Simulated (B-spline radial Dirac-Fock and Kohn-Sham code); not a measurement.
**K-line shifts caused by a second vacancy in F⁻**

System: F⁻, 1s2 2s2 2p6, inside a Watson sphere of charge +1 and radius 1.131 Å (a model of the Madelung potential; inside it an electron's potential energy is lowered by 12.7 eV).

Model: Dirac-Fock ΔSCF + Breit + QED. Program: a radial finite-basis atomic code. Each two-hole energy is an average over J within one jj subconfiguration, not an observable level; in light atoms, where LS coupling holds, the j-resolved values are not observed lines, and for a K spectator the Kα1 hypersatellite is nearly forbidden. No correlation.

Lines without a spectator: Kα2 (K-L2) 677.4 eV, Kα1 (K-L3) 677.4 eV. Shifts in eV with one spectator hole (a dash: not computed, or left out as unreliable):

| spectator hole | Kα2 | Kα1 |
| --- | --- | --- |
| K (1s) | +86.1 | +86.2 |
| L2 (2p1/2) | +2.54 | +3.73 |
| L3 (2p3/2) | +3.69 | +3.31 |

With n spectator holes in 2p, averaged over the 2p shell (energies in eV):

```
n   KαLⁿ  step  hypersatellite KαʰLⁿ
0  677.4     –                 763.6
1  680.9  +3.5                 768.7
2  686.0  +5.1                 775.5
3  692.7  +6.7                 783.8
4  701.0  +8.3                 793.6
5  710.9  +9.9                 804.8
```
